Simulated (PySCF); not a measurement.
Compound: C5H6O2.
Atom-mapped SMILES: `[CH2:1]=[CH:2][O:3][C:4](=[O:5])[CH:6]=[CH2:7]` (hydrogens: H8, H9 on C1; H10 on C2; H11 on C6; H12, H13 on C7)

Level of theory: PBE0-D3(BJ)/def2-SVP geometry optimisation, gas phase in PySCF.

Problem. List the bond lengths, angles and torsions at this level.

Solution. 
| bond | length (pm) | order |
| --- | --- | --- |
| C1=C2 | 132.9 | double |
| C2–O3 | 136.7 | single |
| O3–C4 | 135.6 | single |
| C4=O5 | 120.2 | double |
| C4–C6 | 147.8 | single |
| C6=C7 | 133.5 | double |
| C1–H8 | 109.2 | single |
| C1–H9 | 109.0 | single |
| C2–H10 | 109.3 | single |
| C6–H11 | 109.3 | single |
| C7–H12 | 109.4 | single |
| C7–H13 | 109.2 | single |

Orders are formal, as drawn. A selection of angles:
| angle | degrees |
| --- | --- |
| C2–C1–H8 | 121.4 |
| C2–C1–H9 | 119.6 |
| H8–C1–H9 | 119.0 |
| C1–C2–O3 | 120.5 |
| C1–C2–H10 | 125.1 |
| O3–C2–H10 | 114.4 |
| C2–O3–C4 | 118.4 |
| O3–C4–O5 | 123.7 |
| O3–C4–C6 | 110.2 |
| O5–C4–C6 | 126.1 |
| C4–C6–C7 | 120.3 |
| C4–C6–H11 | 116.9 |
| C7–C6–H11 | 122.7 |
| C6–C7–H12 | 119.9 |
| C6–C7–H13 | 121.6 |
| H12–C7–H13 | 118.5 |

Dihedral angles: C1–C2–O3–C4 179° (antiperiplanar); C2–O3–C4–O5 1° (synperiplanar); O3–C4–C6–C7 180° (antiperiplanar).

Of the pairs four or more bonds apart, O5···H10 is among the closest relative to their van der Waals radii: 2.28 Å, 84 % of the sum of Bondi's values. The 7 heavy atoms lie in one plane (0.005 Å rms). The 3 C–C bonds span 1.329 Å (C1=C2, drawn double) to 1.478 Å (C4–C6, drawn single), a spread of 0.149 Å. The 3 C–O bonds span 1.202 Å (C4=O5, drawn double) to 1.367 Å (C2–O3, drawn single), a spread of 0.165 Å.

Point group: Cs (every atom within 0.08 Å of its image). No PBE0-D3(BJ)/def2-SVP frequencies stand behind this structure, so it isn't proved a minimum. One conformer, not necessarily the lowest.
